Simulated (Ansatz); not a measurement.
Basis-set extrapolation for C$_{2}$H$_{7}$BOS (`CSB(C)O`) (PBE0-D4/def2-TZVP geometry, frozen core, Ansatz 0.2.0). Multiplicity 1, RHF reference.

```csv
,def2-TZVPP,def2-QZVPP
HF,-577.068522,-577.088212
MP2 correlation,-0.870680,-0.934880
CCSD(T) correlation,-0.955720,not run
```

Energies in hartree. Use E(X) = E(∞) + A·exp(−7.88·√X) for Hartree–Fock and E(X) = E(∞) + B·X^(−2.97) for correlation, with X = 3 and 4, and add CCSD(T) minus MP2 of the smaller set to the MP2 limit.

What is the CCSD(T) energy at the basis-set limit?

HF limit: -577.088212 + (-0.019690) × 0.13774 = -577.09092. MP2 limit: -0.934880 + (-0.064200) × 0.74074 = -0.98244. Higher-order term: -0.955720 − (-0.870680) = -0.08504. Total: -578.15840 hartree, 3.65 eV below CCSD(T)/def2-TZVPP.
